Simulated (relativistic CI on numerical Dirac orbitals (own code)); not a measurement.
Er31+: sensitivity of the levels to the model

Base calculation: Dirac-Coulomb-Breit CI, KLI orbitals optimised for each configuration, QED by a radiative potential, unscaled Slater integrals.

CI space (outside the closed core [Ar] 3d10): 4s²4p⁶4d, 4s²4p⁵4d², 4s²4p⁶4f, 4s4p⁶4d², 4s²4p⁵4d4f, 4s4p⁶4d4f, 4s²4p⁶5s, 4s²4p⁶5p, 4s²4p⁶5d, 4p⁶4d³, 4p⁵4d⁴, 4p⁵4d³4f, 4s4p⁶4f², 4s4p⁵4f³, 4p⁶4f³. Double excitations out of closed p, d and f shells are left out; levels of such configurations are missing from the list, as are those of other unlisted configurations, and high levels can miss mixing partners.

Variants: (1) valence Slater integrals scaled by 0.9; (2) configuration mixing switched off; (3) Breit term removed. Shifts of the energy above 4s²4p⁶4d ²D3/2, in cm⁻¹, for the lowest level and the first level of each name with at least 55 % of one term (blank where a level changes its place among those of its configuration and J or its character, or is not in the variant):

```csv
Level,Base,Δ(1),Δ(2),Δ(3)
4s²4p⁶4d ²D3/2,0,0,0,0
4s²4p⁶4d ²D5/2,95572,+15,+92,+2326
4s²4p⁵4d² ⁴D°1/2,1049700,+7059,-14858,+3192
4s²4p⁵4d² ⁴G°9/2,1152710,+4867,-11128,+5691
4s²4p⁵4d² ⁴G°11/2,1179063,+3219,-10462,+6440
4s²4p⁵4d² ²H°11/2,1256507,+2408,-10484,+7835
4s²4p⁵4d² ²P°1/2,1307047,-1754,-14739,+7210
4s²4p⁵4d² ²P°3/2,1386503,-9643,-13371,+6930
4s²4p⁶4f ²F°7/2,1483276,-4756,-27362,+6600
4s4p⁶4d² ⁴F3/2,2227393,+14970,+62929,+3930
4s4p⁶4d² ⁴F5/2,2259867,+13535,+57344,+4662
4s4p⁶4d² ⁴P1/2,2297374,+10196,+65715,+4315
4s4p⁶4d² ⁴F7/2,2322733,+14683,+57580,+6544
4s4p⁶4d² ⁴P3/2,2345697,+12099,+64816,+5918
```

At this charge energies of transitions that change n are usually good to better than 1 %, and those within a shell (Δn = 0) to a few per cent.

Ionisation energy from the two ground configurations alone: base 1187.63 eV; Breit term removed 1188.27 eV. The NIST ASD value (theoretical) is 1188 eV.

LS names give the leading component of a level, which can be under half, so a name can repeat, a term be missing and a line seem to break the LS rules.
